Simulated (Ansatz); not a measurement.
Input for Ansatz (a program for electronic structure): U-HF/def2-TZVPP on CH4N (SMILES [CH2]N), 2S+1 = 2, atoms moved off the minimum.

Ansatz 0.2 input:
```yaml
crystal:
  periodic: [false, false, false]
  atoms:
    - {symbol: C, position_ang: [-0.83869268, -0.03706200, -0.14274745]}
    - {symbol: N, position_ang: [0.70466074, -0.05824519, 0.12117806]}
    - {symbol: H, position_ang: [-1.32560501, -0.84381872, 0.03003488]}
    - {symbol: H, position_ang: [-1.13834163, 1.01952656, 0.02379656]}
    - {symbol: H, position_ang: [1.32402822, 0.74498507, -0.18622763]}
    - {symbol: H, position_ang: [1.03586143, -0.96578501, -0.08978550]}
basis:
  gaussian:
    orbitals: def2-TZVPP
hamiltonian:
  xc: {name: HF}
magnetization: {spin_polarized: true, initial_magnetization: 1}
output: {forces: true}
```

Output:

```
WARN ansatz: RAYON_NUM_THREADS=1 ignored (pool sized by the plan → 1); use --threads N
Functional definition: HF
integrals: 0.02 GiB planned
651 factors; their error is unknown
mean field: 0.22 GiB planned
mean field evaluation 1: about -2572.2077 eV, gradient 1.8e1 eV
mean field evaluation 2: about -2573.6435 eV, gradient 7.9e0 eV
mean field evaluation 4: about -2574.0042 eV, gradient 9.6e-1 eV
mean field evaluation 8: about -2574.0319 eV, gradient 1.2e-1 eV
mean field evaluation 16: about -2572.2488 eV, gradient 1.8e1 eV
mean field -2574.06731580 eV, -94.5952290902 hartree, gradient 2.7e-5 eV, S^2 0.763492; 0 other end points of the search recorded, 0 dependent functions left out
the calculation of the forces begins
reference -2574.06731580 eV, -94.5952290902 hartree; 9, 8 occupied and 109, 110 virtual orbitals, 651 factors
Total energy: -2574.06731580 eV, -94.5952290902 hartree
Atom 0 at    -0.838693    -0.037062    -0.142747 Å, force     7.903587     7.851502    -0.553897 eV/Å
Atom 1 at     0.704661    -0.058245     0.121178 Å, force    -2.972848     0.831665    -0.601063 eV/Å
Atom 2 at    -1.325605    -0.843819     0.030035 Å, force    -3.033617    -4.932447     1.312927 eV/Å
Atom 3 at    -1.138342     1.019527     0.023797 Å, force    -0.605172    -1.625358    -0.226083 eV/Å
Atom 4 at     1.324028     0.744985    -0.186228 Å, force    -2.053697    -2.188816     0.317818 eV/Å
Atom 5 at     1.035861    -0.965785    -0.089786 Å, force     0.761746     0.063454    -0.249701 eV/Å
Dipole moment:     0.044395    -0.026051    -0.122014 e Å
```

The calculation finished and met its thresholds.

Cost: very roughly 1.0 core-seconds.
